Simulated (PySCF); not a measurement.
Si(H)2(Br)(OH), SMILES O[SiH2]Br (CAM-B3LYP/def2-SVP optimised geometry):

```
6

Si    -0.817    -0.304     0.000
O     -1.416    -1.123     1.297
Br     1.416    -0.304     0.000
H     -1.283    -1.021    -1.202
H     -1.223     1.123     0.000
H     -1.202    -0.819     2.186
```

Level of theory: CAM-B3LYP/def2-TZVP run with PySCF.

Task: What are the frontier orbital energies and the dipole moment?

Result: HOMO-2 -10.85 eV, HOMO-1 -9.96 eV, HOMO -9.74 eV, LUMO 0.96 eV, LUMO+1 1.32 eV; dipole moment 1.52 D.

On the same geometry PBE/def2-TZVP (PySCF) gives HOMO-2 -7.92 eV, HOMO-1 -7.32 eV, HOMO -7.12 eV, LUMO -0.83 eV, LUMO+1 -0.60 eV; dipole moment 1.45 D.

Meta-Löwdin charges at CAM-B3LYP/def2-TZVP: Si1 0.90, O2 -0.74, Br3 -0.30, H4 -0.10, H5 -0.12, H6 0.36.
